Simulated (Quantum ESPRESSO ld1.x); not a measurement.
Values are calculated unless marked as measured or tabulated.
The mean radii <r> (bohr) of the occupied orbitals of an atom or ion are listed with their occupations. Level of theory: non-relativistic Kohn-Sham, PBE, spin-unpolarised, spherical densities, point nucleus (ld1.x of Quantum ESPRESSO 7.5).

| orbital | occ. | <r> |
|---|---|---|
| 1s | 2 | 0.09123 |
| 2s | 2 | 0.4215 |
| 2p | 4 | 0.3748 |

Name the element and its charge.

Answer. Z = 17, chlorine, charge +9: Cl9+ in [He] 2s2 2p4. The 1s radius gives Z: for a bare nucleus <r> = 1.5/Z, 0.08824 bohr for Z = 17, and screening makes it slightly larger (0.09123 here). The occupations add up to 8, and the charge is Z minus that.
